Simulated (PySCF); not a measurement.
Cyclopentylacetylene, C7H10.
Structure used (PBE0-D3(BJ)/def2-SVP), in Å, numbered top down from 1:
```xyz
17
C7H10 angstrom
C      3.2750    0.7621   -0.1792
C      2.1445    0.5272    0.1888
C      0.7830    0.2422    0.6231
C     -0.2725    1.2734    0.1130
C     -1.2605    0.4647   -0.7313
C     -1.2215   -0.9251   -0.1035
C      0.2687   -1.1388    0.1404
H      4.2772    0.9713   -0.5028
H      0.7845    0.2553    1.7259
H     -0.7869    1.7205    0.9773
H      0.1961    2.0962   -0.4439
H     -2.2661    0.9106   -0.7571
H     -0.9043    0.4025   -1.7733
H     -1.6709   -1.7067   -0.7344
H     -1.7688   -0.9213    0.8553
H      0.4952   -1.9388    0.8599
H      0.7665   -1.3998   -0.8066
```

Theory: PySCF, PBE0-D3(BJ)/def2-SVP geometry optimisation, gas phase.

Take the most abundant isotopes and a rigid rotor. The values belong to one conformer with, in the numbering `[CH:1]#[C:2][CH:3]1[CH2:4][CH2:5][CH2:6][CH2:7]1`, C2–C3–C4–C5 119°, C3–C4–C5–C6 29°, C4–C5–C6–C7 -43°, C5–C6–C7–C3 40°.

Q: What are A, B and C (cm⁻¹)?

A: Ia = 88.03, Ib = 274.09, Ic = 319.82 u·Å²; 505379 MHz·u·Å²/I gives 5741, 1844 and 1580 MHz, that is A = 0.19149, B = 0.06150, C = 0.05271 cm⁻¹.

Q: What kind of rotor is it?

A: An asymmetric top; Ray's κ = -0.873.

Q: What does the inertial defect say?

A: Not planar: Δ = Ic − Ia − Ib = -42.30 u·Å². For a rigid frame Δ = −2 Σ m c², so Σ m c² = 21.15 u·Å² lies off the ab plane: 10.66 from hydrogen and 10.49 from heavier atoms. The atom farthest from that plane is 1.68 Å away.

Q: Give the other two planar moments, Paa and Pbb, and the rms extents of the mass along the axes.

A: Paa = Σ m a² = (Ib + Ic − Ia)/2 = 252.94 and Pbb = Σ m b² = (Ia + Ic − Ib)/2 = 66.88 u·Å². With the mass M = 94.08 u, the rms extents √(P/M) along a, b and c are 1.64, 0.84, 0.47 Å.

Q: List the rotational levels J(Ka,Kc) to J = 2 (MHz).

A: Above 0(0,0):
J = 1: 1(0,1) 3424, 1(1,1) 7321, 1(1,0) 7585
J = 2: 2(0,2) 10259, 2(1,2) 13905, 2(1,1) 14696, 2(2,1) 26387, 2(2,0) 26400
Those of J = 1 are B + C, A + C and A + B.

Q: Predict some low-J microwave lines.

A: The dipole components are |μa| = 0.92 D, |μb| = 0.01 D, |μc| = 0.15 D. The squared components, which scale the intensities, stand as 1.00 : 0.00 : 0.03 (a : b : c). Some lines, for components of 0.1 D or more:

```csv
type,branch,"J(Ka,Kc)",MHz,lower level (cm⁻¹)
a,Q,"2(1,1) ← 2(1,2)",791,0.464
a,Q,"3(1,2) ← 3(1,3)",1582,0.793
c,Q,"3(1,3) ← 3(0,3)",3294,0.683
c,Q,"1(1,1) ← 1(0,1)",3897,0.114
a,R,"2(1,2) ← 1(1,1)",6584,0.244
c,R,"1(1,0) ← 0(0,0)",7585,0.000
a,R,"3(0,3) ← 2(0,2)",10221,0.342
a,R,"3(2,2) ← 2(2,1)",10272,0.880
a,R,"3(1,2) ← 2(1,1)",10659,0.490
c,R,"2(1,1) ← 1(0,1)",11272,0.114
c,Q,"2(2,1) ← 2(1,1)",11691,0.490
c,Q,"3(3,1) ← 3(2,1)",20087,1.225
c,R,"3(3,1) ← 2(2,1)",30424,0.880
```

Q: Estimate the classical rotational partition function at 10 K, 50 K and 200 K.

A: Point group C1, symmetry number σ = 1; q = (√π/σ)·√((kT/h)³/(ABC)), k/h = 20836.6 MHz/K: 1300 at 10 K, 14600 at 50 K, 117000 at 200 K.

No PBE0-D3(BJ)/def2-SVP frequencies stand behind this structure, so it isn't proved a minimum. Zero-point vibration and centrifugal distortion are left out.
